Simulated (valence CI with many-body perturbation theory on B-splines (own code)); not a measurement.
**Questions on Zn24+**

Computed by relativistic CI+MBPT: four valence electrons over a frozen Dirac-Fock core [He], radial functions for each j: 11 s, 11 p, 9 d, 7 f, 5 g, 2 h, 1 i, with the one-electron correlation potential Σ1 (screened to all orders), the two-electron term Σ2, the three-electron term Σ3, Breit, model QED; selected single and double excitations, second order for the rest (own B-spline code, finite nucleus).

No measured spectrum was set against this ion. As an estimate, levels of excited configurations hold to 0.05 to 0.15 % of their energy, terms of the ground configuration to about 0.5 %. Among the levels kept, up to 250 cm⁻¹ of a level comes from second order outside the variational space, and about a tenth of that is noise between levels of different J, which matters for small intervals.

Names give the largest LS component (configuration and term), which can be under half, so a name can repeat, a term be missing and a line seem to break the LS rules; names also repeat where a configuration has a term twice.

Rates and lifetimes use the calculated energies. Strong lines usually hold to 10 to 20 %, long lifetimes can be off by a factor of two.

Problem. What is the ground level?

Solution. 2s2 2p2 3P_0, composition 85 % 2s2 2p2 3P + 14 % 2s2 2p2 1S.

Problem. What is the ionisation energy?

Solution. 2361.5 eV; NIST lists 2358 ± 1.6 eV (semi-empirical).

Problem. What are the static dipole polarisabilities of the lowest levels?

Solution. 2s2 2p2 3P_0 0.00635; 2s2 2p2 3P_1 0.00691 (tensor 0.00035); 2s2 2p2 3P_2 0.00662 (tensor 0.00032) bohr³, of which the core gives 1.11e-05.

Problem. How well does LS coupling describe the low levels?

Solution. Among the lowest 20 levels the leading LS term, summed over configurations, holds 79 % on average. For single configurations the figures are 79 % in LS and 81 % in jj coupling. Terms mix most in the J = 2 level at 160.6 eV, where the leading one holds 53 %.

Problem. Name the longest-lived excited levels whose lifetime is computed, and their main decay.

Solution. 2s2 2p2 3P_2 at 27.0 eV lives 535 μs, mostly by M1 to 2s2 2p2 3P_1; 2s2 2p2 3P_1 at 19.5 eV lives 16.6 μs, mostly by M1 to 2s2 2p2 3P_0; 2s2 2p2 1D_2 at 53.2 eV lives 5.23 μs, mostly by M1 to 2s2 2p2 3P_1.

Problem. Among levels below 1504.5 eV, which E1 lines absorb most strongly from the ground level?

Solution. to 2s2 2p 3d 3D°_1 at 0.8858 nm, f = 1.32; to 2s 2p2 3p 3D°_1 at 0.8633 nm, f = 0.238; to 2s 2p2 3p 5D°_1 at 0.8660 nm, f = 0.137.

Problem. Where does the other parity begin?

Solution. At 2s 2p3 5S°_2, 87.2 eV.
